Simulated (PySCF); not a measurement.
AlBrH₂O₂.

```xyz
6

Al     0.0000     0.0000    -0.9671
Br     0.0000     0.0000     1.2886
O      0.0000     1.4411    -1.8483
H      0.0000     2.3269    -1.4779
O      0.0000    -1.4411    -1.8483
H      0.0000    -2.3269    -1.4779
```
Charge 0, spin multiplicity 1.

Geometry: r2SCAN-D4/def2-SVP. The values are those of a single conformer.

The numbers are results of B3LYP/pcSseg-1 (PySCF), not measurements. Non-relativistic, no solvent.

Computed absolute GIAO shielding of each atom: isotropic value and principal components (ppm):
| atom | σ(iso) | σ11 | σ22 | σ33 | span |
|---|---|---|---|---|---|
| Al1 | 441.8 | 382.0 | 455.7 | 487.6 | 105.6 |
| Br2 | 2784.6 | 2653.3 | 2656.3 | 3044.1 | 390.8 |
| O3 | 297.8 | 259.5 | 286.2 | 347.8 | 88.3 |
| H4 | 29.4 | 21.7 | 24.6 | 42.0 | 20.3 |
| O5 | 297.8 | 259.5 | 286.2 | 347.8 | 88.3 |
| H6 | 29.4 | 21.7 | 24.6 | 42.0 | 20.3 |
